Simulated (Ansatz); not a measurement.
Program: Ansatz. Geometries: PBE0-D4/def2-TZVP. ΔE: electronic, gas phase. CCSD(T)/CBS is the MP2 limit (def2-TZVPP, def2-QZVPP) plus CCSD(T) − MP2 in def2-TZVPP, frozen cores. This one scheme is used for every species. DFT in def2-TZVPP. Triplets are unrestricted, without spin–orbit coupling. For Se outer-core shells are correlated without core-valence functions, which leaves a few kJ/mol of doubt a bond. Scalar relativity is left out up to krypton. One conformer a species, not always the lowest.

Consider the formal loss of a carbene: `OC[SiH2][SeH]` → `[CH2]` (triplet) + `O[SiH2][SeH]`.

CCSD(T)/CBS gives +63.8 kcal/mol.

Question: Another level gave +28.0 kcal/mol. Which?
A. BHLYP/def2-TZVPP
B. HF/def2-TZVPP
C. CAM-B3LYP-D4/def2-TZVPP
D. PBE0-D4/def2-TZVPP

Answer: B. HF/def2-TZVPP 28.0, BHLYP 57.5, PBE0-D4 65.4, CAM-B3LYP-D4 63.8 kcal/mol.

Largest T1 diagnostic among the species: 0.011.

From PBE to PBE0 (25 % exact exchange), in def2-TZVPP and without D4, ΔE moves by −2.9 kcal/mol. The D4 term adds +2.5 kcal/mol with B3LYP and +1.4 kcal/mol with PBE0; it sums over pairs of atoms, weighted by their polarisabilities, and B3LYP, whose exchange is more repulsive, gets the larger term. Leaving LDA and LC-ωPBE aside and taking each functional with its dispersion term where it has one, the values, not all of them listed here, spread over 11.0 kcal/mol, from r2SCAN0-D4 to PBE-D4. LDA lies +16.5 kcal/mol from PBE without D4.

B3LYP here is the variant with VWN-RPA as its local correlation; programs differ in this.
